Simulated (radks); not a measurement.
Results of a calculation; reference values are marked as such.
Neutral rhodium, 45 electrons, occupied as [Ar] 3d10 4s2 4p4 4d8 5s1 4f2 (not the ground configuration). Code: a radial shooting solver on a logarithmic mesh with Libxc functionals. Model: Dirac Kohn-Sham, PBE, spin-unpolarised, spherical densities, finite nucleus; open shells fill j = l - 1/2 first; Fermi nuclear charge, rms radius 4.4945 fm.

Normalised radial functions P(r) = r R(r) (large component), r in bohr:

r,4s1/2,4p1/2,4f5/2
0.001118,0.0465,0.0018,0.0000
0.001312,0.0536,0.0022,0.0000
0.001552,0.0621,0.0027,0.0000
0.001821,0.0713,0.0034,0.0000
0.002154,0.0823,0.0043,0.0000
0.002528,0.0940,0.0054,0.0000
0.00299,0.1077,0.0070,0.0000
0.003509,0.1222,0.0089,0.0000
0.004151,0.1387,0.0115,0.0000
0.004871,0.1557,0.0147,0.0000
0.005762,0.1744,0.0192,0.0000
0.006762,0.1928,0.0247,0.0000
0.007999,0.2118,0.0322,0.0000
0.009387,0.2288,0.0414,0.0000
0.0111,0.2440,0.0537,0.0000
0.01303,0.2543,0.0687,0.0000
0.01542,0.2584,0.0884,0.0000
0.01809,0.2535,0.1116,0.0000
0.0214,0.2361,0.1412,0.0000
0.02511,0.2049,0.1745,0.0000
0.02971,0.1543,0.2147,0.0000
0.03486,0.0876,0.2568,0.0000
0.04124,-0.0014,0.3026,0.0000
0.04839,-0.1005,0.3437,0.0000
0.05725,-0.2117,0.3779,0.0000
0.06718,-0.3121,0.3940,0.0000
0.07947,-0.3934,0.3835,0.0001
0.09326,-0.4278,0.3377,0.0001
0.1103,-0.3981,0.2437,0.0002
0.1295,-0.2938,0.1084,0.0003
0.1531,-0.1055,-0.0741,0.0006
0.1797,0.1281,-0.2667,0.0009
0.2126,0.3843,-0.4540,0.0013
0.2495,0.5778,-0.5766,0.0019
0.2951,0.6590,-0.6017,0.0028
0.3463,0.5730,-0.4979,0.0040
0.4097,0.3018,-0.2511,0.0055
0.4808,-0.0874,0.0851,0.0074
0.5687,-0.5425,0.4789,0.0098
0.6674,-0.9154,0.8156,0.0125
0.7895,-1.1496,1.0531,0.0160
0.9265,-1.1800,1.1251,0.0198
1.096,-1.0307,1.0396,0.0246
1.286,-0.7858,0.8487,0.0301
1.521,-0.5102,0.6026,0.0375
1.785,-0.2926,0.3836,0.0468
2.112,-0.1385,0.2074,0.0598
2.478,-0.0572,0.0996,0.0761
2.932,-0.0183,0.0387,0.0980
3.44,-0.0050,0.0130,0.1241
4.07,-0.0010,0.0033,0.1568
4.776,-0.0001,0.0007,0.1926
5.65,0.0000,0.0001,0.2381
6.63,0.0000,0.0000,0.2808
7.843,0.0000,0.0000,0.3159
9.204,0.0000,0.0000,0.3306
10.89,0.0000,0.0000,0.3180
12.78,0.0000,0.0000,0.2737
15.11,0.0000,0.0000,0.1991
17.74,0.0000,0.0000,0.1275
20.98,0.0000,0.0000,0.0690
24.62,0.0000,0.0000,0.0326
29.13,0.0000,0.0000,0.0122
34.18,0.0000,0.0000,0.0039

4s1/2: eigenvalue -104.93 eV, 3 radial nodes at r = 0.0411, 0.165, 0.465 bohr, <r> = 0.967 bohr, 90 % of the charge inside 1.40 bohr. 4p1/2: eigenvalue -75.051 eV, 2 radial nodes at r = 0.144, 0.463 bohr, <r> = 1.04 bohr, 90 % of the charge inside 1.53 bohr. 4f5/2: eigenvalue -0.607 eV, 0 radial nodes, <r> = 10.4 bohr, 90 % of the charge inside 15.4 bohr.
